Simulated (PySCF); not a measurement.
# SMILES Cl/C(C(=C)Cl)=C\C(F)(F)F, C$_{5}$H$_{3}$Cl$_{2}$F$_{3}$

Molfile (atoms numbered from 1):
```
C5H3Cl2F3
     RDKit          3D

 13 12  0  0  0  0  0  0  0  0999 V2000
   -2.5892   -0.1991    0.7759 C   0  0  0  0  0  0  0  0  0  0  0  0
   -1.5888    0.0233   -0.0830 C   0  0  0  0  0  0  0  0  0  0  0  0
   -1.9569    0.4715   -1.7213 Cl  0  0  0  0  0  0  0  0  0  0  0  0
   -0.1550   -0.0773    0.2417 C   0  0  0  0  0  0  0  0  0  0  0  0
    0.2029   -0.5553    1.8649 Cl  0  0  0  0  0  0  0  0  0  0  0  0
    0.8318    0.1765   -0.6296 C   0  0  0  0  0  0  0  0  0  0  0  0
    2.2979    0.0862   -0.3326 C   0  0  0  0  0  0  0  0  0  0  0  0
    2.6738    0.9288    0.6321 F   0  0  0  0  0  0  0  0  0  0  0  0
    2.6659   -1.1398    0.0439 F   0  0  0  0  0  0  0  0  0  0  0  0
    2.9951    0.3955   -1.4287 F   0  0  0  0  0  0  0  0  0  0  0  0
   -2.3730   -0.4810    1.8064 H   0  0  0  0  0  0  0  0  0  0  0  0
   -3.6272   -0.1018    0.4567 H   0  0  0  0  0  0  0  0  0  0  0  0
    0.5712    0.4794   -1.6440 H   0  0  0  0  0  0  0  0  0  0  0  0
  1  2  2  0
  2  3  1  0
  2  4  1  0
  4  5  1  0
  4  6  2  0
  6  7  1  0
  7  8  1  0
  7  9  1  0
  7 10  1  0
  1 11  1  0
  1 12  1  0
  6 13  1  0
M  END
```

Method: TDDFT CAM-B3LYP/aug-cc-pVDZ circular dichroism and optical rotation, one conformer, IEF-PCM dichloromethane (non-equilibrium linear response, no local-field factor) (PySCF). Geometry: PBE0-D3(BJ)/def2-SVP.

No stereocentre is labelled: unless the shape is locked (an allene, a helicene, a hindered biaryl), the mirror image is equally populated and a measured rotation or CD is zero.

Problem. Draw the ECD and absorption spectra from the lowest 12 states, each a Gaussian of half-width 0.2 eV at 1/e height.

Solution. 
| E (eV) | λ (nm) | Δε (L mol⁻¹ cm⁻¹) | ε (L mol⁻¹ cm⁻¹) |
| --- | --- | --- | --- |
| 4.74 | 262 | 0.00 | 89.3 |
| 4.89 | 254 | -0.06 | 2160 |
| 5.04 | 246 | -0.47 | 17000 |
| 5.19 | 239 | -1.20 | 43500 |
| 5.34 | 232 | -0.99 | 36000 |
| 5.49 | 226 | -0.25 | 9890 |
| 5.64 | 220 | +0.12 | 2400 |
| 5.79 | 214 | +0.36 | 4060 |
| 5.94 | 209 | +0.23 | 3410 |
| 6.09 | 204 | -0.14 | 958 |
| 6.24 | 199 | -0.14 | 110 |
| 6.39 | 194 | -0.04 | 14.1 |
| 6.54 | 190 | -0.43 | 5.22 |
| 6.69 | 185 | -0.87 | 11.3 |
| 6.84 | 181 | -0.37 | 31.5 |
| 6.99 | 177 | +0.20 | 59.5 |
| 7.14 | 174 | +0.21 | 301 |
| 7.29 | 170 | +0.54 | 2360 |
| 7.44 | 167 | +1.27 | 8590 |

Δε uses R in velocity form, ε uses f in length form. Only the states computed contribute, so the short-wavelength end is incomplete.
